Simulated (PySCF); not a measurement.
# MAs for M along the halogens

MP2 with triple-zeta basis sets in PySCF, for the lowest determinant that a PBE0 search found; no spin–orbit coupling. De refers to high-spin ground-configuration atoms.

```csv
M,basis,"reference, frozen orbitals",state (unpaired electrons),Re (Å),ωe (cm⁻¹),De (eV)
F,def2-TZVPP,"UHF, 10",triplet (π ↑↑),1.743,696,4.16
Br,def2-TZVPPD,"UHF, 18",triplet (π ↑↑),2.291,321,2.61
I,x2c-TZVPPall,"UHF, 27",triplet (π ↑↑),2.480,262,2.15
```

The shortest bond is that of AsF (1.743 Å), the longest that of AsI (2.480 Å). AsF is bound most strongly (4.16 eV) and AsI least (2.15 eV).

The rows differ in basis set, which adds steps of its own.

Relativity is treated differently too: F no relativity; Br no relativity; I spin-free X2C.

Down a group bonds as a rule get longer and wavenumbers fall, partly through the reduced mass; this series shows no clear exception.

Correlated steps freeze the inner cores (10 to 27 orbitals); shallow outer-core shells are correlated. These are scalar-relativistic numbers at best; spin–orbit coupling would shift them, the dissociation energy most. States were picked by a PBE0 search and need not be the measured ground states.
